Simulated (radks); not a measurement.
Initial-state core-level shifts of the arsenic ion As3+ when its valence configuration changes from [Ar] 3d10 4s2. Method: scalar-relativistic Kohn-Sham, r2SCAN, spin-polarised, spherical densities, finite nucleus; open shells are filled with parallel spins first; meta-GGA in the generalised Kohn-Sham scheme; Fermi nuclear charge, rms radius 4.0968 fm; computed with a radial shooting solver on a logarithmic mesh with Libxc functionals. Shifts are changes of the shell-averaged eigenvalues in eV (positive: less bound); the change of the density at the nucleus, which sets a Mossbauer isomer shift, is in e/bohr^3, on a base of 3.599e+04.

\begin{tabular}{lrrrrr}
valence & 2s & 2p & 3s & 3p & density at nucleus \\ \hline
3d10 4s1 4p1 & -1.287 & -1.288 & -1.371 & -1.363 & -29.059 \\
3d9 4s2 4p1 & -15.792 & -15.731 & -12.777 & -12.515 & +13.376 \\
3d8 4s2 4p2 & -32.353 & -32.237 & -25.635 & -25.119 & +28.278 \\
3d8 4s1 4p3 & -33.158 & -33.037 & -26.499 & -25.972 & -6.173 \\
3d7 4s2 4p3 & -49.666 & -49.506 & -38.552 & -37.799 & +44.193 \\
3d9 4s1 4p2 & -16.813 & -16.751 & -13.866 & -13.593 & -18.189 \\
3d10 4p2 & -2.851 & -2.855 & -2.975 & -2.960 & -57.863 \\
\end{tabular}
